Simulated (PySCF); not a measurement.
Species: C2HBF2.
Numbering: `[CH:1]#[C:2][B:3]([F:4])[F:5]` (hydrogens: H6 on C1)

Method: PBE0-D3(BJ)/def2-SVP geometry optimisation, gas phase (PySCF); density fitting, grid level 1; the optimiser is geomeTRIC in internal coordinates, started from a GFN2-xTB structure.

Step 0: E = -8186.8706 eV
```
atom  x, y, z in Å  |  force x, y, z in eV/Å
C1      1.6188   -0.0921    0.0172    0.259  -0.018   0.009
C2      0.4176   -0.0263    0.0036   -1.042   0.056  -0.010
B3     -1.0962    0.0618   -0.0171   -0.646   0.042  -0.012
F4     -1.7360    1.1153   -0.4788    0.219   0.228  -0.121
F5     -1.8701   -0.9074    0.4234    0.179  -0.249   0.120
H6      2.6691   -0.1493    0.0301    1.031  -0.059   0.014
```

**Question.** Estimate the geometry and energy of step 1. (The exact step hangs on the optimiser's Hessian estimate; all steps are aligned on step 0, rigid shifts and turns removed.)

**Answer.** E = -8186.9020 eV, largest force 0.180 eV/Å
```
atom  x, y, z in Å  |  force x, y, z in eV/Å
C1      1.6150   -0.0912    0.0186    0.179  -0.004   0.011
C2      0.4022   -0.0291    0.0154   -0.055   0.026  -0.010
B3     -1.1218    0.0623   -0.0130    0.110   0.011  -0.043
F4     -1.7174    1.1344   -0.4921   -0.057  -0.133   0.051
F5     -1.8673   -0.9282    0.4282   -0.070   0.087  -0.013
H6      2.6924   -0.1462    0.0214   -0.107   0.013   0.004
```

The energy changes by -0.0314 eV. The first-order estimate −F·Δx gives -0.0713 eV and the mean of the old and new forces, exact on a quadratic surface, -0.0297 eV. The step makes an angle of 40° with the force vector and moves no atom by more than 0.030 Å.

The cost below is that of the whole optimisation. Time: 11 s wall; peak memory 0.38 GiB. Hardware: Arm Neoverse V1, one thread (shared host).
